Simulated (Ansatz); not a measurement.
C31H19F3OSe4 (relaxed from a model of COc1ccc(-c2ccc(-c3ccc(-c4ccc(-c5ccc(-c6ccc(C(F)=C(F)F)cc6)[se]5)[se]4)[se]3)[se]2)cc1, whose bonding it doesn't keep), 58 atoms. Hardware: 4 threads of AMD EPYC 7R13 on a shared host and a share (37 GiB) of an NVIDIA H100 80GB HBM3.

Single mean-field runs in def2-SVP are fitted with def2-universal-jkfit.

How many basis functions does each of these Ansatz runs have, and roughly what does it cost? PBE0-D4/def2-SVP, charge 1 doublet at the geometry of the charge 0 singlet, energy; PBE-D4/def2-SVP, charge 0 singlet, relaxation, 38 steps; PBE0-D4/def2-SVP, charge 0 singlet, energy, from earlier orbitals; PBE-D4/def2-SVP, charge 0 triplet at the geometry of the charge 0 singlet, energy, from earlier orbitals; PBE0-D4/def2-SVP, charge -1 doublet at the geometry of the charge 0 singlet, energy; PBE-D4/def2-SVP, charge -1 doublet at the geometry of the charge 0 singlet, energy, from earlier orbitals; r2SCAN-D4/def2-SVP, charge 0 singlet, energy and forces, from earlier orbitals; PBE-D4/def2-SVP, charge 1 doublet at the geometry of the charge 0 singlet, energy, from earlier orbitals; PBE0-D4/def2-SVP, charge 0 triplet at the geometry of the charge 0 singlet, energy; PBE-D4/def2-SVP, charge 0 singlet, energy, from earlier orbitals.

Other jobs shared the machine, so times can vary by a factor of up to 3.

```
                                                                                                      run  functions  fitting or Cholesky vectors  wall time  peak host memory (GiB)
                                         PBE-D4/def2-SVP, charge 0 singlet, energy, from earlier orbitals        713                         4039      3.9 s                     1.1
                                        PBE0-D4/def2-SVP, charge 0 singlet, energy, from earlier orbitals        713                         4039      4.8 s                     1.1
 PBE-D4/def2-SVP, charge 0 triplet at the geometry of the charge 0 singlet, energy, from earlier orbitals        713                         4039      6.5 s                     1.3
 PBE-D4/def2-SVP, charge 1 doublet at the geometry of the charge 0 singlet, energy, from earlier orbitals        713                         4039      7.5 s                     1.4
PBE-D4/def2-SVP, charge -1 doublet at the geometry of the charge 0 singlet, energy, from earlier orbitals        713                         4039        8 s                     1.4
                           r2SCAN-D4/def2-SVP, charge 0 singlet, energy and forces, from earlier orbitals        713                         4039        8 s                     1.3
                       PBE0-D4/def2-SVP, charge 0 triplet at the geometry of the charge 0 singlet, energy        713                         4039       13 s                     1.5
                      PBE0-D4/def2-SVP, charge -1 doublet at the geometry of the charge 0 singlet, energy        713                         4039       14 s                     1.4
                       PBE0-D4/def2-SVP, charge 1 doublet at the geometry of the charge 0 singlet, energy        713                         4039       16 s                     1.5
                                                  PBE-D4/def2-SVP, charge 0 singlet, relaxation, 38 steps        713                         4039    2.1 min                     1.2
```
